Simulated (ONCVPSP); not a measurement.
# What one change does to a pseudopotential (Sn (Z = 50), ONCV)

- Element: Sn
- Generator: ONCVPSP 4.0.1
- Type: optimised norm-conserving Vanderbilt (ONCV)
- Functional: LDA (Perdew-Wang 92)
- Relativity: scalar-relativistic
- Frozen core: [Kr] 4d10
- Valence charge: 4
- Reference configuration: 5s1.75 5p2.25
- Partial waves: 5s: rc 2.15 bohr, ncon 4, nbas 8, qcut 3.1 1/bohr, 1 projector; 5p: rc 2.05 bohr, ncon 3, nbas 7, qcut 3.6 1/bohr, 2 projectors, debl 2.1 Ha; d scattering state at 0.29 Ha: rc 2.10 bohr, ncon 3, nbas 7, qcut 4.4 1/bohr, 1 projector
- Local potential: polynomial inside 1.70 bohr (lpopt 5, dvloc0 4 Ha)
- Core correction: Teter function, fcfact 1.5, rcfact 1.2

Change: core correction Teter function, fcfact 1.5, rcfact 1.3.

Cutoffs: the cutoffs (Ha) at which the residual kinetic energy of the hardest occupied pseudo-wave falls to 1 and 0.1 mHa per electron; they do not see the model core or the augmentation charge, which bear on the density cutoff. Errors are all-electron minus pseudo energies relative to the spin-unpolarised reference configuration.

Predict the effect on cutoff, ghosts and configuration errors.

The potential gets neither clearly harder nor softer (9.6 Ha and 34 Ha → 9.6 Ha and 34 Ha); of the 4 tests that both files solve, the error grows in 0 and shrinks in 3 by more than 15 % and 0.3 meV (median size 21.7 → 13.1 meV); neither file shows a bound ghost. That the errors move this way runs against the usual rule that smaller radii transfer better. A model core, the more so a compact one, raises the density cutoff, which this test does not measure.

| quantity | base | changed |
| --- | --- | --- |
| cutoff, loose | 9.6 Ha | 9.6 Ha |
| cutoff, tight | 34 Ha | 34 Ha |
| bound ghosts | none | none |
| GHOST(+) flags under 300 eV | s at 38.5 eV | s at 38.5 eV |
| error for 5s2 5p2, meV [ΔE -1.74 eV] | +0.3 | +0.2 |
| error for 5s2 5p1, meV [ΔE 5.35 eV] | +5.0 | +3.1 |
| error for 5s2 5p0, meV [ΔE 19.61 eV] | +38 | +23 |
| error for 5s1 5p0, meV [ΔE 51.05 eV] | +154 | +86 |
| s: phases at 2.18 bohr within 0.05 rad from the reference energy up to (Ha; the scan ends near 5) | 0.7 | 0.7 |
| p: phases at 2.08 bohr within 0.05 rad from the reference energy up to (Ha; the scan ends near 5) | 3.7 | 3.7 |
| d: phases at 2.13 bohr within 0.05 rad from the reference energy up to (Ha; the scan ends near 5) | 0.5 | 0.5 |
| rms error of d²Exc/dni dnj with the model core, mHa | 6.85 | 6.14 |
